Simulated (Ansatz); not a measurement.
Stepwise reaction of `CO[SiH](C#N)OC` with hydrogen fluoride, as a gas-phase model of exchange steps in deposition or etching. ΔE in kJ/mol.

Program: Ansatz. Geometries: PBE0-D4/def2-TZVP. ΔE: electronic, gas phase. CCSD(T)/CBS is the MP2 limit (def2-TZVPP, def2-QZVPP) plus CCSD(T) − MP2 in def2-TZVPP, frozen cores. This one scheme is used for every species. DFT in def2-TZVPP. B3LYP here is the variant with VWN-RPA as its local correlation; programs differ in this. One conformer a species, not always the lowest.

```json
{"step": "1", "reaction": "`CO[SiH](C#N)OC` + H–F → `CO[SiH](F)C#N` + CH₃OH", "PBE-D4": "-43.3", "B3LYP-D4": "-43.0", "ωB97M-V": "-44.1", "CCSD(T)/CBS": "-40.5"}
```

Q: Give the row of step 2, `CO[SiH](F)C#N` + H–F → `N#C[SiH](F)F` + CH₃OH. (An estimate is asked.)

A: The calculation gave: 
```json
{"step": "2", "reaction": "`CO[SiH](F)C#N` + H–F → `N#C[SiH](F)F` + CH₃OH", "PBE-D4": "-24.5", "B3LYP-D4": "-24.1", "ωB97M-V": "-25.1", "CCSD(T)/CBS": "-22.6"}
```

Q: By hand: ΔE of the 2 steps together at CCSD(T)/CBS.

A: (-40.5) + (-22.6) = -63.1 kJ/mol, or -31.6 kJ/mol a step.

In ΔE each step is higher than the one before. All are downhill at CCSD(T)/CBS. PBE-D4 differs from CCSD(T)/CBS by -2.8 to -1.9 kJ/mol a step. Isolated molecules leave out the surface, adducts and barriers. Largest T1 diagnostic: 0.013.
